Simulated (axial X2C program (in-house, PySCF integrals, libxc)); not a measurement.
**Which molecule has these constants?**

All values come from calculations with an axial X2C code built on PySCF integrals, spin-free (one-electron X2C) or two-component (2c: spin–orbit coupling with atomic mean-field Coulomb and Gaunt terms, which also bring small scalar terms), in Dyall basis sets with cores contracted in-house; open shells are unrestricted.

A two-component PBE0 calculation in a Dyall 3-zeta basis gave Re = 1.889 Å, ωe = 826.0 cm⁻¹, De = 4.71 eV, Ω = 0.

Task: Which molecule is it?
A. N₂
B. P₂
C. Sb₂

Result: B. The others have Sb₂ 2.471 Å and 294.5 cm⁻¹ (Ω = 0); N₂ 1.089 Å and 2479.8 cm⁻¹ (Ω = 0).

Each entry is the lowest single determinant of a limited PBE0 search at one distance. De goes to single-determinant-based atoms at the same level (for ions the charge split of lowest energy) and is withheld (n/a) where an atom does not fit its ground term or J level. Main or longest-lived isotopes.
